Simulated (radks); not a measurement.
The numbers below are computed, except where a source is named.
The zirconium ion Zr+ inside a hard spherical wall (all orbitals vanish at R), configuration held at [Kr] 4d2 5s1 and not refilled when levels cross. Code: a radial shooting solver on a logarithmic mesh with Libxc functionals. Model: scalar-relativistic Kohn-Sham, PBEsol, spin-polarised, spherical densities, finite nucleus; open shells are filled with parallel spins first (spin-orbit coupling, left out, can overturn this in heavy ions); Fermi nuclear charge, rms radius 4.2694 fm. Eigenvalues in eV for spin up, with the zero of energy where the potential of the charges vanishes at infinity; a dash marks a level that is unbound or too diffuse for the functional's potential to be trusted. A positive occupied level is held by the wall or, in an anion where self-interaction has pushed it up, behind a barrier. The pressure on the wall is -dE/dV.

R (bohr)	E (hartree)	kinetic (hartree)	e(4s)	e(4p)	e(4d)	e(5s)	e(5p, empty)	e(6s, empty)	pressure (GPa)
free	-3596.22754	3697.333	-61.501	-39.570	-10.667	-10.595	-6.670	-	0
15	-3596.22754	3697.333	-61.501	-39.570	-10.667	-10.595	-6.670	-3.047	< 0.0001
12	-3596.22754	3697.333	-61.501	-39.570	-10.667	-10.595	-6.667	-2.791	0.000120
8	-3596.22571	3697.351	-61.411	-39.482	-10.590	-10.507	-6.407	0.248	0.0936
7	-3596.22033	3697.393	-61.229	-39.306	-10.435	-10.301	-5.963	3.080	0.463
6	-3596.20045	3697.517	-60.755	-38.850	-10.018	-9.661	-4.805	8.605	2.30
4	-3595.85100	3699.040	-57.015	-35.309	-6.007	-1.334	7.113	46.868	76.4
3.5	-3595.45371	3700.627	-54.461	-32.830	-2.701	6.604	17.278	73.753	222
3	-3594.51270	3704.319	-49.881	-28.139	3.769	22.896	36.844	120.91	754
2.5	-3591.98383	3713.750	-40.450	-17.826	17.731	58.981	77.539	210.94	3090
1.5	-3554.96069	3824.109	58.600	92.712	148.30	394.48	423.85	890.86	116000
